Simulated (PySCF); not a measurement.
# Worked example: dipole moment from atomic charges

WSCl4, SMILES [S]=[W]([Cl])([Cl])([Cl])[Cl], multiplicity 1. Atoms are numbered in the order given.

```xyz
6

W      0.0000     0.0000     0.0930
S      0.0000     0.0000     2.2376
Cl     0.0000     0.0000    -2.3101
Cl     1.9739    -1.1396    -0.0670
Cl    -1.9739    -1.1396    -0.0670
Cl     0.0000     2.2792    -0.0670
```
Charge 0, spin multiplicity 1.

Coordinates come from a B3LYP-D3(BJ)/def2-SVP optimisation. The spin state was assumed, not searched. The isomer is the one that the SMILES or the coordinates give; other isomers of the formula were not compared. The def2 effective core potentials stand for the cores of W; spin–orbit coupling is left out.

Charges (e) from PBE/def2-TZVP run with PySCF:

| atom | ESP fit | Mulliken |
|---|---|---|
| W1 | 0.203 | 0.875 |
| S2 | -0.047 | -0.103 |
| Cl3 | -0.184 | -0.273 |
| Cl4 | 0.010 | -0.166 |
| Cl5 | 0.010 | -0.166 |
| Cl6 | 0.008 | -0.166 |

The dipole moment of the full density is 1.58 D.

**Question.** What dipole moment does each set of point charges give, and which comes closer to that of the density?

**Answer.** 
μ = Σ q r, and 1 e Å = 4.8032 D.
ESP fit: Σ q r = (0.000, -0.005, 0.337) e Å, |μ| = 1.62 D.
Mulliken: Σ q r = (0.000, 0.000, 0.515) e Å, |μ| = 2.47 D.
ESP fit comes closer in size. Point charges leave out the atoms' own dipoles (lone pairs, polarised bonds); fits to the potential absorb them, partitions of the density don't.
